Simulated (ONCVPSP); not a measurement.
# u(r) = r·R(r): atom against pseudo-atom (O (Z = 8))

Columns: radius, all-electron u(r) and pseudo u(r) of the 2s shell (level -23.91 eV) of oxygen in the configuration [He] 2s2 2p4; PBE, non-relativistic, ONCV scheme, ONCVPSP 4.0.1.

```csv
r (bohr),all-electron,pseudo
0.100,-0.4207,0.0849
0.200,-0.2460,0.1916
0.300,0.0789,0.3288
0.400,0.3895,0.4890
0.500,0.6338,0.6538
0.600,0.8034,0.7998
0.700,0.9055,0.9034
0.800,0.9537,0.9537
0.900,0.9613,0.9613
1.000,0.9404,0.9404
1.100,0.9003,0.9003
1.200,0.8483,0.8483
1.300,0.7896,0.7896
1.400,0.7281,0.7282
1.500,0.6665,0.6665
1.600,0.6064,0.6064
1.700,0.5491,0.5491
1.800,0.4952,0.4952
1.900,0.4452,0.4452
2.000,0.3991,0.3991
2.100,0.3569,0.3569
2.200,0.3186,0.3186
2.300,0.2839,0.2839
2.400,0.2526,0.2526
2.500,0.2245,0.2245
2.600,0.1993,0.1993
```

(1) How many radial nodes do the two functions have?

(2) At about which radius was the pseudo-wave matched?

(3) Where does each function peak?

(4) Is the pseudo-wave norm-conserving?

Answers

(1) The all-electron 2s function has n − l − 1 = 1; the pseudo-wave has 0, since the states of the same l below it are removed with the core.

(2) 0.80 bohr, where the columns begin to agree (steps of 0.10 bohr).

(3) Outermost all-electron maximum near 0.90 bohr, pseudo maximum near 0.90 bohr (to the table’s step).

(4) Yes: the ONCV scheme keeps the norm inside the radius equal to the all-electron one, which fixes the energy derivative of the logarithmic derivative at the level.
